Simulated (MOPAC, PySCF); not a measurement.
Torsion H4–N1–Si2–Si3 in H5NSi2 (SMILES N[Si][SiH3]); at each angle all else is relaxed with GFN2-xTB, and the levels are single points there.
Geometry at 0° (charge 0, multiplicity 1):
```xyz
8

N      1.7379    -0.2522     0.0740
Si     1.2009    -0.4464     1.6963
Si     0.9343     1.6570     2.5545
H      1.9043     0.6187    -0.4094
H      1.9296    -1.0360    -0.5275
H      1.7621     1.6845     3.7772
H      1.1339     3.0015     1.9806
H     -0.4578     1.7015     3.0454
```

On the grid 0° to 330°, 270° is the highest and 0° the lowest point at MP2/CBS(cc-pV(T+d)Z, cc-pV(Q+d)Z) + ΔCCSD(T)/cc-pV(T+d)Z.

Rows in 6-311+G**, 6-31G* carry no dispersion term and start afresh at each structure (6-31G* with six Cartesian d functions). The state that PM3 reach isn't checked.

Programs: MOPAC for PM3 (differences of heats of formation); PySCF for 6-311+G** rows, 6-31G* rows. Each number belongs to the level named beside it.

Task: What energy at 270° less that at 0° does BP86/6-31G* give?

Result: 926 meV

Task: Give the energy at 270° less that at 0° at the level PM3.

Result: 623 meV

Task: What energy at 270° less that at 0° does B3LYP/6-311+G** give?

Result: 902 meV
